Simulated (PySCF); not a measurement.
# Excitation energy of Ta by level of theory

Ta [Xe] 4f14 5d3 6s2 (4F) → Ta [Xe] 4f14 5d5 (6S), as a difference of total energies. All numbers are calculated (PySCF 2.14, scalar relativity by spin-free X2C-1e, in ANO-RCC-VTZP). Correlated levels: valence: [Xe] 4f14 frozen. The calculations carry no spin-orbit coupling.

| method | excitation energy (eV) |
| --- | --- |
| UHF | 3.023 |
| LDA | 3.035 |
| PBE | 3.016 |
| PBE0 | 2.980 |
| r2SCAN | 3.206 |
| MP2 (valence) | 3.337 |
| SCS-MP2 (valence) | 4.016 |

Question: How much does correlation contribute at MP2 (valence)?

Answer: 3.337 − (3.023) = 0.314 eV, measured against UHF.

A first-order spin-orbit estimate (lowest level to lowest level, LS coupling) adds 0.483 eV.
